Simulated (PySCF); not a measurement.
Molfile (atoms numbered from 1):
```
C6H15PS
     RDKit          3D

 23 22  0  0  0  0  0  0  0  0999 V2000
    2.8743    0.3621    0.6817 C   0  0  0  0  0  0  0  0  0  0  0  0
    1.9643   -0.4344   -0.2385 C   0  0  0  0  0  0  0  0  0  0  0  0
    0.4210   -0.9876    0.5828 P   0  0  0  0  0  5  0  0  0  0  0  0
    0.7199   -2.0613    2.1897 S   0  0  0  0  0  0  0  0  0  0  0  0
   -0.4848   -1.8685   -0.7457 C   0  0  0  0  0  0  0  0  0  0  0  0
   -1.8408   -2.3864   -0.2954 C   0  0  0  0  0  0  0  0  0  0  0  0
   -0.5441    0.5327    0.9335 C   0  0  0  0  0  0  0  0  0  0  0  0
   -0.8578    1.4393   -0.2453 C   0  0  0  0  0  0  0  0  0  0  0  0
    3.0450   -0.1933    1.6163 H   0  0  0  0  0  0  0  0  0  0  0  0
    2.4370    1.3381    0.9432 H   0  0  0  0  0  0  0  0  0  0  0  0
    3.8476    0.5510    0.2048 H   0  0  0  0  0  0  0  0  0  0  0  0
    1.6971    0.1286   -1.1491 H   0  0  0  0  0  0  0  0  0  0  0  0
    2.4569   -1.3652   -0.5645 H   0  0  0  0  0  0  0  0  0  0  0  0
   -0.5642   -1.2008   -1.6205 H   0  0  0  0  0  0  0  0  0  0  0  0
    0.1766   -2.7030   -1.0311 H   0  0  0  0  0  0  0  0  0  0  0  0
   -2.5417   -1.5638   -0.0843 H   0  0  0  0  0  0  0  0  0  0  0  0
   -2.2968   -3.0205   -1.0701 H   0  0  0  0  0  0  0  0  0  0  0  0
   -1.7316   -2.9811    0.6240 H   0  0  0  0  0  0  0  0  0  0  0  0
    0.0298    1.0558    1.7154 H   0  0  0  0  0  0  0  0  0  0  0  0
   -1.4585    0.1748    1.4334 H   0  0  0  0  0  0  0  0  0  0  0  0
   -1.4187    2.3256    0.0882 H   0  0  0  0  0  0  0  0  0  0  0  0
    0.0557    1.8008   -0.7422 H   0  0  0  0  0  0  0  0  0  0  0  0
   -1.4739    0.9311   -1.0028 H   0  0  0  0  0  0  0  0  0  0  0  0
  1  2  1  0
  2  3  1  0
  3  4  2  0
  3  5  1  0
  5  6  1  0
  3  7  1  0
  7  8  1  0
  1  9  1  0
  1 10  1  0
  1 11  1  0
  2 12  1  0
  2 13  1  0
  5 14  1  0
  5 15  1  0
  6 16  1  0
  6 17  1  0
  6 18  1  0
  7 19  1  0
  7 20  1  0
  8 21  1  0
  8 22  1  0
  8 23  1  0
M  END
```

Geometry: PBE0-D3(BJ)/def2-SVP; GIAO absolute shieldings from PySCF 2.14, gas phase, non-relativistic, averaged over equivalent atoms.

At PBE0/def2-SVP (195 basis functions, 33 s wall time on 1 thread of an Arm Neoverse V1, shared host):
```
                             atoms  σ (ppm)
                          C2/C5/C7    169.0
                          C1/C6/C8    187.0
                                P3    352.6
                                S4    813.2
           H12/H13/H14/H15/H19/H20    29.96
H9/H10/H11/H16/H17/H18/H21/H22/H23    30.37
```

Question: Estimate the result of repeating the calculation with PBE0/aug-cc-pVDZ.

Answer: 
| atoms | σ at PBE0/aug-cc-pVDZ | change |
| --- | --- | --- |
| C2/C5/C7 | 167.3 | -1.7 |
| C1/C6/C8 | 188.2 | +1.2 |
| P3 | 351.3 | -1.3 |
| S4 | 797.6 | -15.6 |
| H12/H13/H14/H15/H19/H20 | 29.77 | -0.19 |
| H9/H10/H11/H16/H17/H18/H21/H22/H23 | 30.25 | -0.12 |

The largest change is at S4 (sulfur bonded to P). Cost: 327 basis functions, 90 s wall time on 1 thread of an Arm Neoverse V1, shared host.
